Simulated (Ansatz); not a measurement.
`[SiH3][O][Cd][Br]` + NH₃ → `[NH2][Cd][O][SiH3]` + HBr at 700 K and 1 bar (ligand exchange at a Cd–Br bond).

Program: Ansatz. Geometries: PBE0-D4/def2-TZVP. ΔE: electronic, gas phase. CCSD(T)/CBS is the MP2 limit (def2-TZVPP, def2-QZVPP) plus CCSD(T) − MP2 in def2-TZVPP, frozen cores. This one scheme is used for every species. def2 core potentials past Kr. For Br, Cd outer-core shells are correlated without core-valence functions, which leaves a few kJ/mol of doubt a bond. Scalar relativity is left out up to krypton. One conformer a species, not always the lowest.

| species | CCSD(T)/CBS energy (Eh) | H − E (kJ/mol) | S (J/(mol·K)) |
| --- | --- | --- | --- |
| `[SiH3][O][Cd][Br]` | -3107.18482 | 143.4 | 472.1 |
| NH₃ | -56.50880 | 116.9 | 226.5 |
| `[NH2][Cd][O][SiH3]` | -589.71637 | 216.3 | 489.3 |
| HBr | -2573.91920 | 36.5 | 223.7 |

H − E and S are ideal-gas, rigid-rotor, harmonic terms from PBE0-D4/def2-TZVP, for one conformer and one mirror image of each species. 1 Eh = 2625.50 kJ/mol, R = 8.31446 J/(mol·K).

Question: By hand: ΔE, ΔH, ΔS and ΔG.

Answer: ΔE = (-589.71637) + (-2573.91920) − (-3107.18482) − (-56.50880) = 0.05805 Eh = 152.4 kJ/mol. Δ(H − E) = 216.3 + 36.5 − 143.4 − 116.9 = -7.5, so ΔH = 144.9 kJ/mol. ΔS = 489.3 + 223.7 − 472.1 − 226.5 = 14.4 J/(mol·K). ΔG = 144.9 − 700 × (14.4)/1000 = 134.8 kJ/mol.

Question: By hand: the equilibrium constant, and the temperature at which ΔG would vanish if ΔH and ΔS stayed fixed.

Answer: log₁₀ K = −ΔG/(RT ln 10) = -10.1. ΔG = 0 at ΔH/ΔS = 10062 K, far beyond where these terms or the molecules hold.

The number of gas molecules stays the same, so ΔS is small and ΔH decides. A doubt of 5 kJ/mol in ΔE shifts log₁₀ K by 0.4 here. Other conformers and mirror images would add mixing entropy, several J/(mol·K) or more a flexible species. Modes under 60 cm⁻¹, often nearly free rotors, make the harmonic entropy too high. These are equilibria of isolated gas molecules and say nothing of rates. Largest T1 diagnostic: 0.015 (customary marks: 0.02 for closed shells, 0.045 for open ones).
